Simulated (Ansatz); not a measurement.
AlF3, relaxed as a singlet with RKS PBE-D4/def2-TZVP in Ansatz, starting from the GFN2-xTB geometry. Force threshold 0.02 eV/Å.

Start:

Cartesian coordinates in Å:
```
Al -0.001 0.000 0.001
F 0.969 -0.417 1.244
F -0.408 -1.110 -1.124
F -0.561 1.527 -0.120
```

Estimate the energy that the relaxation releases and the steps that it takes.

0.01 eV, in 4 steps; 3.4 s on 2 threads of AMD EPYC 7R43 on a shared host. No frequencies were taken in this run, so the end may be a saddle point.

Does the start keep its bonding and symmetry?

By distances, no bond broke or formed. The bond that changes most is Al1–F4, from 1.63 to 1.65 Å (atoms count from 1). Point group D3h at the start, D3h at the end, both within 0.05 Å.

Predict the relaxed structure.


Cartesian coordinates in Å:
```
Al 0.000 0.000 0.000
F 0.979 -0.421 1.256
F -0.412 -1.121 -1.135
F -0.567 1.542 -0.121
```
Bond lengths: 3 × Al–F 1.65 Å.
